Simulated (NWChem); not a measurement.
# H₂PO₄, doublet; SMILES OP([O])(=O)O

```xyz
7

O      0.1149     1.1717    -1.0914
P     -0.0744     0.1235     0.0023
O      0.0593     0.9180     1.2975
O      0.9543    -1.1205    -0.0783
O     -1.4507    -0.6738    -0.1628
H      1.8707    -0.8537     0.1092
H     -1.3407    -1.6352    -0.0743
```
Atoms are numbered in this order, from 1.

Program: NWChem. Spin-unrestricted. Coordinates come from a B3LYP/6-31G* (spherical d), spin-unrestricted optimisation. No stability test was run on the SCF state. Vzz is the largest principal value of the second derivative of the potential at the nucleus (NWChem prints the opposite sign); η is the asymmetry. Non-relativistic.

```json
[
 {"level": "UHF/def2-TZVP", "Vzz O1 (a.u.)": "1.435", "η O1": "0.94", "Vzz O3 (a.u.)": "1.598", "η O3": "0.90", "Vzz O4 (a.u.)": "1.475", "η O4": "0.87", "Vzz O5 (a.u.)": "1.552", "η O5": "0.72"},
 {"level": "UHF/cc-pVTZ", "Vzz O1 (a.u.)": "1.443", "η O1": "0.93", "Vzz O3 (a.u.)": "1.597", "η O3": "0.90", "Vzz O4 (a.u.)": "1.468", "η O4": "0.87", "Vzz O5 (a.u.)": "1.541", "η O5": "0.72"},
 {"level": "CAM-B3LYP/def2-SVP", "Vzz O1 (a.u.)": "-1.329", "η O1": "0.81", "Vzz O3 (a.u.)": "-1.276", "η O3": "0.77", "Vzz O4 (a.u.)": "1.439", "η O4": "0.81", "Vzz O5 (a.u.)": "1.492", "η O5": "0.70"}
]
```
